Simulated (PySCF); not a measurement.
Bonds (- single, = double, # triple, : aromatic): C1-Si2, Si2-C3, C3=C4, C4-Cl5, C4-C6, C6=O7, C6-C8, C8-Si9. C1 carries H10, H11, H12; Si2 carries H13, H14; C3 carries H15; C8 carries H16, H17; Si9 carries H18, H19, H20. Stereochemistry as in C[SiH2]/C=C(/Cl)C(=O)C[SiH3].

Calculated, not measured (PySCF 2.14.0 with density-fitted response routines): shieldings: GIAO PBE0/pcSseg-1, GFN2-xTB structure. No solvent model, one averaged value for each set of equivalent atoms, relativity neglected, one computed conformer.

δ = σ(ref) − σ, references computed at the same level: ¹³C, ¹H, ²⁹Si against TMS; HCl for ³⁵Cl; ¹⁷O vs H2O.

```
      atoms  nucleus  count  δ (ppm)
        Si2     ²⁹Si      1    -60.6
         C3      ¹³C      1    160.3
        H15       ¹H      1        ?
H18/H19/H20       ¹H      3        ?
    H13/H14       ¹H      2     4.51
         C6      ¹³C      1    202.9
         C1      ¹³C      1        ?
    H16/H17       ¹H      2     2.63
        Si9     ²⁹Si      1    -69.5
H10/H11/H12       ¹H      3     0.26
         C4      ¹³C      1        ?
         O7      ¹⁷O      1    591.1
         C8      ¹³C      1     26.3
        Cl5     ³⁵Cl      1      260
```

Q: Estimate the values marked ?.

A: 
- C4: 147.0 ppm, α carbon of a C=C–C=O unit; as expected for a trigonal carbon in a double bond
- C1: -6.4 ppm, methyl carbon bonded to Si; an electropositive neighbour leaves it electron-rich and shielded
- H15: 7.42 ppm, hydrogen on a β carbon of a C=C–C=O unit; a vinylic proton, deshielded by the sp2 carbon and the C=C anisotropy
- H18/H19/H20: 4.01 ppm, hydrogen on a silicon bonded to C

Carbons that carry Cl, above all several Cl atoms, come out too deshielded, partly because spin–orbit coupling is missing. Shifts are as computed. Against solution values, carbons near 30 ppm lie about +3 ppm off and those near 130 ppm about +5 ppm; carbons on Cl a further +6 ppm. Of 1211 compounds with measured shifts, 218 miss one by over three times the rms of a fit or turn the order of signals round; such compounds aren't used in these exercises. Unscaled 17O shifts of doubly bonded oxygen tend to come out too high, by tens of ppm or more. Experimental scales use liquid or dissolved standards, which lie at an offset from isolated H2O (liquid H2O: subtract about 36 ppm).
